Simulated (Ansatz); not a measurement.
`[SiH3][GeH]1[CH2][S]1`, relaxed with RKS PBE-D4/def2-SVP in Ansatz from a rough embedded geometry. The force threshold is 0.03 eV/Å; the program also tests the step.

Total charge 0; spin multiplicity 1.

Start:

```xyz
10

Si    0.359    0.701    1.546
Ge   -0.717   -0.507   -0.036
C    -0.030   -0.270   -1.768
S     0.793   -1.672   -1.283
H    -0.645    1.520    2.329
H     1.351    1.597    1.000
H     0.994   -0.196    2.528
H    -1.983   -1.392    0.204
H     0.633    0.680   -1.911
H    -0.755   -0.461   -2.608
```

```json
{"step": "1", "energy (eV)": "-76332.6278", "largest force (eV/Å)": "3.836", "largest move (Å)": "0.000"}
{"step": "2", "energy (eV)": "-76333.0852", "largest force (eV/Å)": "1.713", "largest move (Å)": "0.193"}
{"step": "3", "energy (eV)": "-76333.1781", "largest force (eV/Å)": "0.448", "largest move (Å)": "0.068"}
{"step": "4", "energy (eV)": "-76333.1922", "largest force (eV/Å)": "0.183", "largest move (Å)": "0.040"}
{"step": "5", "energy (eV)": "-76333.1955", "largest force (eV/Å)": "0.056", "largest move (Å)": "0.014"}
{"step": "6", "energy (eV)": "-76333.1962", "largest force (eV/Å)": "0.017", "largest move (Å)": "0.010"}
```

End:

```xyz
10

Si    0.354    0.709    1.683
Ge   -0.673   -0.551   -0.046
C    -0.078   -0.242   -1.885
S     0.900   -1.665   -1.199
H    -0.635    1.577    2.415
H     1.394    1.568    1.022
H     1.006   -0.226    2.662
H    -1.998   -1.329    0.135
H     0.511    0.669   -2.093
H    -0.780   -0.511   -2.694
```

Hardware: 4 threads of an AMD EPYC 9R45 on a shared host. Wall time 3.3 s, peak host memory 0.18 GiB.
